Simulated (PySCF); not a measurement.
Assigning NMR signals

Numbering as in the mapped SMILES `[CH3:1]/[CH:2]=[CH:3]\[Si@@H:4]([C:5]#[N:6])[CH:7]=[O:8]`. Hydrogens are named by the atom that carries them.

[PySCF: NMR shieldings at PBE0/pcSseg-1/GIAO; structure optimised with GFN2-xTB; no solvent; non-relativistic Hamiltonian; one conformer; equivalent nuclei averaged]

Referencing at the same level of theory: 13C and 1H vs TMS.

Q: Assign these signals to the numbered atoms. 13C{1H} NMR (computed): δ 237.9 (CH), 165.8 (CH), 123.0 (C), 115.2 (CH), 27.2 (CH3).

A: 
| δ (ppm) | atoms | environment | reason |
| --- | --- | --- | --- |
| 237.9 | C7 | carbonyl carbon | – |
| 165.8 | C2 | alkene CH | – |
| 123.0 | C5 | nitrile carbon | this is the usual window of a C≡N carbon, which has no attached hydrogen |
| 115.2 | C3 | alkene CH | the olefinic region |
| 27.2 | C1 | allylic methyl carbon | saturated and bonded to C and H only |

Q: Assign these signals to the numbered atoms. 1H NMR (400 MHz, computed): δ 12.13 (d, 1H), 7.24 (m, 1H), 5.85 (m, 1H), 4.98 (m, 1H), 2.17 (d, 3H).

A: 
| δ (ppm) | atoms | environment | reason |
| --- | --- | --- | --- |
| 12.13 | H(C7) | hydrogen on a carbonyl carbon | – |
| 7.24 | H(C2) | hydrogen on an alkene CH | a vinylic proton, deshielded by the sp2 carbon and the C=C anisotropy |
| 5.85 | H(C3) | hydrogen on an alkene CH | – |
| 4.98 | H(Si4) | hydrogen on a silicon bonded to 3 C | – |
| 2.17 | H(C1) | hydrogen on an allylic methyl carbon | allylic position |

Shifts are as computed. Against solution values, carbons near 30 ppm lie about +3 ppm off and those near 130 ppm about +5 ppm. Of 1211 compounds with measured shifts, 218 miss one by over three times the rms of a fit or turn the order of signals round; such compounds aren't used in these exercises. Multiplicities follow the n + 1 count of equivalent neighbours, as no J values were calculated; m marks all less simple cases, F and P coupling included.
